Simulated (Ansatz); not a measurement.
`C[CH](C)[Mg][F]` + `O[SiH2]OC=S` → `CC(=S)O[SiH2]O` + `C[CH2][Mg][F]`  (formal exchange of groups at a C–C bond)

Gas-phase electronic energies from Ansatz, PBE0-D4/def2-TZVP geometries. CBS: MP2 limit from def2 TZ/QZ plus the TZ coupled-cluster correction, frozen cores. DFT in def2-TZVPP. B3LYP here is the variant with VWN-RPA as its local correlation; programs differ in this. For Mg outer-core shells are correlated without core-valence functions, which leaves a few kJ/mol of doubt a bond. Each species was taken in one conformer, which may not be the lowest.

```csv
level,ΔE (kJ/mol)
PBE-D4,-32.7
B3LYP-D4,-34.8
ωB97X-V,-35.8
ωB97M-V,-35.6
MP2/def2-TZVPP,-31.0
MP2/def2-QZVPP,-32.6
SCS-MP2/def2-QZVPP,-30.8
MP2/CBS(def2),-33.8
```

Question: What does CCSD(T)/CBS give? (Best estimate.)

Answer: Computed: -33.0 kJ/mol. The listed levels differ from it by 0.3, -1.8, -2.8, -2.6, 2.0, 0.4, 2.2, -0.8 kJ/mol.

Largest T1 diagnostic among the species: 0.016.

In def2-TZVPP, CCSD(T) changes the Hartree–Fock value by +4.6 kJ/mol (the triples alone add +0.3 kJ/mol) and MP2 by +3.8 kJ/mol. The D4 term adds −4.4 kJ/mol with B3LYP and −2.4 kJ/mol with PBE0; it sums over pairs of atoms, weighted by their polarisabilities, and B3LYP, whose exchange is more repulsive, gets the larger term.
